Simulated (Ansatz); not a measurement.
A nudged elastic band was laid between two geometries of CH₆BClO (10 atoms, charge 0, multiplicity 1).

Computed with RHF/def2-SVP in Ansatz.

```json
{"movable images": "7", "climbing image": "yes", "spring": "5.0 eV/Å²", "optimiser": "quadratic models (default)", "start path": "through a guess of the saddle point", "force threshold": "0.05 eV/Å", "iteration limit": "60", "end points": "relaxed"}
```

First end point:

```xyz
10
Properties=species:S:1:pos:R:3
B 0.065 -0.056 0.198
H 0.162 -0.641 1.243
C 1.319 0.040 -0.773
H 1.518 -0.944 -1.205
H 1.158 0.726 -1.611
H 2.220 0.353 -0.240
Cl -1.570 -0.381 -0.646
O -0.165 1.564 0.781
H -0.438 2.137 0.073
H -0.855 1.578 1.435
```

Last end point:

```xyz
10
Properties=species:S:1:pos:R:3
B -0.055 0.668 -0.845
H -0.116 -0.027 3.436
C 1.371 0.065 -1.100
H 1.361 -1.010 -0.900
H 1.661 0.185 -2.147
H 2.124 0.532 -0.465
Cl -1.451 0.133 -1.849
O -0.279 1.573 0.114
H -1.173 1.869 0.192
H -0.027 0.387 2.821
```

**Question.** Which bonds break or form, and what moves?

**Answer.** Bonds broken: B1–H2, O8–H10. Bonds formed: H2–H10. CH6BClO becomes CH4BClO + H2.

**Question.** What energy profile does the band end with?

**Answer.** The run converged. The highest image is number 3 of 0 to 8, 1.62 eV above the first end and 2.65 eV above the last; the last end lies 1.02 eV below the first. Neighbouring images differ by up to 2.0 eV, so the band resolves the path poorly. A vibrational analysis at the climbing image gives one clearly imaginary mode, 1909i cm⁻¹: a first-order saddle point. The orbitals stay closed-shell, which can raise the energy where a bond breaks towards radicals; this wasn't checked here.

```csv
image,path coordinate (Å),energy (eV),B1–H2 (Å),O8–H10 (Å),H2–H10 (Å)
0,0.00,0.00,1.20,0.95,2.45
1,0.65,0.01,1.20,0.95,2.33
2,1.29,0.28,1.22,0.95,1.76
3,1.94,1.62,1.37,1.23,1.02
4,2.74,-0.40,2.07,2.00,0.75
5,3.54,-0.94,2.76,2.63,0.74
6,4.34,-1.01,3.37,3.08,0.75
7,5.14,-1.02,3.94,3.02,0.75
8,5.93,-1.02,4.34,2.97,0.75
```

**Question.** What is the geometry of the highest image?

**Answer.** 
```xyz
10
Properties=species:S:1:pos:R:3
B -0.024 0.312 -0.007
H 0.009 -0.211 1.264
C 1.340 0.025 -0.745
H 1.480 -1.042 -0.930
H 1.344 0.534 -1.713
H 2.194 0.390 -0.170
Cl -1.588 -0.261 -0.763
O -0.169 1.745 0.547
H -1.047 2.087 0.440
H -0.124 0.797 1.333
```

Time of the run: 3.3 min on 1 thread of Arm Neoverse V2, with other jobs on the host, peak memory 0.16 GiB.
